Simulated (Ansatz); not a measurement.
The cluster In3P2Cl3, relaxed as a singlet with RKS PBE-D4/def2-SVP in Ansatz, starting from the GFN2-xTB geometry. Force threshold 0.02 eV/Å.

In the def2 sets In takes a core potential; there is no spin–orbit coupling. The restricted singlet is unstable towards broken spin symmetry in Hartree–Fock (as tested in another run); at PBE-D4/def2-SVP this wasn't settled. Another isomer (singlet) lies 0.11 eV lower at PBE0-D4/def2-TZVP; other spin states weren't run for this one.

Start:

Cartesian coordinates in Å:
```
In 0.934 0.156 2.535
In -2.430 0.802 -0.809
In 0.246 -2.663 -0.739
P 0.056 2.446 0.453
P 1.220 1.912 -0.983
Cl 2.111 -1.203 0.638
Cl -1.305 -0.788 1.179
Cl -0.831 -0.662 -2.273
```

| step | energy (eV) | largest force component (eV/Å) | SCF passes |
| --- | --- | --- | --- |
| 1 | -71634.1996 | 0.326 | 19 |
| 2 | -71634.3216 | 0.101 | 22 |
| 3 | -71634.3690 | 0.120 | 28 |
| 4 | -71634.3898 | 0.411 | 28 |
| 5 (rejected) | -71634.3399 | 0.424 | 22 |
| 6 | -71634.4014 | 0.059 | 22 |
| 7 (rejected) | -71634.4005 | 0.039 | 20 |
| 8 | -71634.4030 | 0.011 | 21 |

Force components are those of the run's own axes.

End:

Cartesian coordinates in Å:
```
In 0.7526 0.2578 2.3894
In -2.3172 0.8234 -0.5984
In 0.1646 -2.6175 -0.6553
P 0.1211 2.5504 0.3572
P 1.1825 1.5629 -0.9467
Cl 2.1855 -1.0328 0.4665
Cl -1.4727 -1.0666 1.2951
Cl -0.6165 -0.4776 -2.3079
```

By distances, no bond broke or formed. The bond that changes most is In2–Cl8, from 2.62 to 2.74 Å (atoms count from 1).

No frequencies were taken in this run, so the end may be a saddle point.

Hardware: 2 threads of AMD EPYC 7R13 on a shared host. Wall time 32 s.
